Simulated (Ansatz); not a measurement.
The cluster Al2Sb⁺ (the lowest singlet isomer of a short search) was relaxed with r2SCAN-D4 (def2-TZVP) in Ansatz in these states: charge +1 quintet, charge +1 triplet. The geometries follow in no particular order.

In the def2 sets Sb takes a core potential; there is no spin–orbit coupling.

A:

```xyz
3

Al    0.9472    1.3276    0.3194
Al   -1.5785   -0.1671    0.4919
Sb    0.6313   -1.1605   -0.8113
```

B:

```
atom   x (Å)   y (Å)   z (Å)
 Al1  -0.675   0.105   1.563
 Al2  -0.168   0.951  -1.406
 Sb3   0.843  -1.056  -0.157
```

Judge from the bond lengths which geometry belongs to which state (an estimate).

A is the charge +1 quintet (Al1–Al2 2.940 Å, Al2–Sb3 2.751 Å, Al1–Sb3 2.751 Å); B is the charge +1 triplet (Al1–Al2 3.130 Å, Al2–Sb3 2.571 Å, Al1–Sb3 2.571 Å).

At PBE0-D4/def2-TZVP a triplet lies 0.82 eV below the charge +1 quintet. These are the stationary points nearest to one start from a short search; other shapes may lie lower in each state.
